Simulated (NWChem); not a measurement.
Molecule: 1,3,5-triazine (C3H3N3); SMILES c1ncncn1

Results from NWChem. Coordinates come from a B3LYP/6-31G* (spherical d) optimisation. Level: M05-2X/def2-SVP with SMD (1 M gas to 1 M solution), gas-phase geometry.

Estimate the computed values for solvent cyclohexane. Quantities: solvation free energy (kcal/mol); cavity-dispersion-structure term (kcal/mol).

The solvation free energy (kcal/mol) comes out as -8.9 and the cavity-dispersion-structure term (kcal/mol) comes out as -5.3.
